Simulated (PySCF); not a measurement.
A structure optimised at PBE-D3(BJ)/def2-SVP, used in a PySCF frequency run:

```xyz
10

F      2.6954     0.1143    -0.6228
C      1.6417     0.8933    -0.2928
C      0.5740     0.4405     0.3400
C     -0.5319     0.0175     0.9219
Si    -2.0190    -0.6234    -0.0525
H      1.7672     1.9473    -0.5949
H     -0.5944     0.0305     2.0299
H     -3.2344     0.2045     0.2714
H     -2.3117    -2.0470     0.3397
H     -1.7222    -0.5448    -1.5213
```
Charge 0, spin multiplicity 1.

Q: Write its SMILES and formula.

A: FC=C=C[SiH3], C₃H₅FSi

Q: What are its rotational constants (standard atomic weights)?

A: 13.606, 1.4592, 1.3989 GHz
